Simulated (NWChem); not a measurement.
Species: C4H6S; SMILES C(C#C)SC

```xyz
11

C     -0.4697    -2.5055    -0.3083
C      0.1824    -1.5458     0.0398
C      0.9376    -0.3807     0.4686
S      0.4221     1.1793    -0.3231
C     -1.2686     1.2960     0.2927
H     -1.0374    -3.3617    -0.6227
H      2.0015    -0.4947     0.2052
H      0.8879    -0.2730     1.5654
H     -1.7088     2.1907    -0.1696
H     -1.2969     1.4133     1.3868
H     -1.8589     0.4165    -0.0050
```
Atoms are numbered in this order, from 1.

Level: PBE0/def2-SVP (NWChem), optimised geometry, unscaled harmonic frequencies. 

```json
[
 {"frequency (cm⁻¹)": "86", "IR intensity (km/mol)": "2.1"},
 {"frequency (cm⁻¹)": "156", "IR intensity (km/mol)": "0.0"},
 {"frequency (cm⁻¹)": "187", "IR intensity (km/mol)": "1.8"},
 {"frequency (cm⁻¹)": "268", "IR intensity (km/mol)": "2.0"},
 {"frequency (cm⁻¹)": "351", "IR intensity (km/mol)": "10.5"},
 {"frequency (cm⁻¹)": "483", "IR intensity (km/mol)": "6.0"},
 {"frequency (cm⁻¹)": "694", "IR intensity (km/mol)": "38.5"},
 {"frequency (cm⁻¹)": "701", "IR intensity (km/mol)": "29.5"},
 {"frequency (cm⁻¹)": "716", "IR intensity (km/mol)": "14.0"},
 {"frequency (cm⁻¹)": "761", "IR intensity (km/mol)": "0.8"},
 {"frequency (cm⁻¹)": "847", "IR intensity (km/mol)": "0.2"},
 {"frequency (cm⁻¹)": "968", "IR intensity (km/mol)": "5.4"},
 {"frequency (cm⁻¹)": "980", "IR intensity (km/mol)": "7.7"},
 {"frequency (cm⁻¹)": "1001", "IR intensity (km/mol)": "6.9"},
 {"frequency (cm⁻¹)": "1185", "IR intensity (km/mol)": "3.4"},
 {"frequency (cm⁻¹)": "1244", "IR intensity (km/mol)": "9.7"},
 {"frequency (cm⁻¹)": "1333", "IR intensity (km/mol)": "0.1"},
 {"frequency (cm⁻¹)": "1416", "IR intensity (km/mol)": "7.5"},
 {"frequency (cm⁻¹)": "1436", "IR intensity (km/mol)": "11.5"},
 {"frequency (cm⁻¹)": "1456", "IR intensity (km/mol)": "13.3"},
 {"frequency (cm⁻¹)": "2244", "IR intensity (km/mol)": "1.5"},
 {"frequency (cm⁻¹)": "3054", "IR intensity (km/mol)": "18.9"},
 {"frequency (cm⁻¹)": "3065", "IR intensity (km/mol)": "8.3"},
 {"frequency (cm⁻¹)": "3130", "IR intensity (km/mol)": "0.7"},
 {"frequency (cm⁻¹)": "3162", "IR intensity (km/mol)": "5.5"},
 {"frequency (cm⁻¹)": "3182", "IR intensity (km/mol)": "1.1"},
 {"frequency (cm⁻¹)": "3490", "IR intensity (km/mol)": "76.4"}
]
```

```yaml
zero_point_energy: 53.7 kcal/mol
thermal correction to the enthalpy at 298.15 K (with zero-point energy): 58.4 kcal/mol
heat capacity Cv: 22.0 cal/(mol K)
entropy at 298.15 K and 1 atm (symmetry number 1): 79.5 cal/(mol K)
dipole_moment: 1.29 D
```

Rigid rotor and harmonic oscillator; modes under 100 cm⁻¹ make the entropy uncertain.
